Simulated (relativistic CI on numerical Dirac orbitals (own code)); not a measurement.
Fe5+: 3s photoemission

Computed with this model: Dirac-Coulomb-Breit CI, orbitals from a KLI potential per configuration, model QED (radiative potential, 1s self-energy scaled to tabulated hydrogen-like ionisation energies), valence Slater integrals scaled by 0.8, multiplet model of photoemission in the sudden approximation; configurations [Ar] 3d3 → [Ne] 3s 3p6 3d3; 300 K; Lorentzian 1.05 eV and Gaussian 0.6 eV FWHM. Energies are those of the free ion, without screening or charge transfer. The energies are binding energies and can lie tens of eV above those of solids. Without intra-shell correlation the exchange splitting of an s hole comes out too large, often by half or more. S is read from ⟨S²⟩ = S(S + 1).

Computed curve for free ion, scaled to 100 at the maximum (points under 2 are left out and the grid is thinned):

```csv
Energy (eV),Intensity
188.4,2.1
188.6,2.3
189.0,2.8
189.2,3.2
189.4,3.6
189.8,4.7
190.0,5.5
190.4,7.8
190.6,9.5
190.8,11.8
191.2,19.7
191.4,26.7
191.6,37.1
192.0,71.3
192.2,89.9
192.6,96.1
192.8,80.4
193.0,60.7
193.4,31.1
193.6,22.7
193.8,17.1
194.2,10.6
194.4,8.7
194.8,6.2
195.0,5.4
195.2,4.8
195.6,3.8
195.8,3.5
196.0,3.2
196.4,2.9
196.6,2.7
197.0,2.6
197.2,2.6
197.4,2.6
197.8,2.7
198.0,2.9
198.2,3.0
198.6,3.5
198.8,3.8
199.2,4.9
199.4,5.7
199.6,6.8
200.0,10.7
200.2,14.1
200.4,19.2
200.8,37.0
201.0,48.6
201.4,59.2
201.6,52.7
201.8,41.6
202.2,21.8
202.4,15.8
202.6,11.8
203.0,7.2
203.2,5.8
203.6,4.0
203.8,3.4
204.0,3.0
204.4,2.3
204.6,2.0
```

The ground state has S = 1.50, and the centroid lies at 195.76 eV.
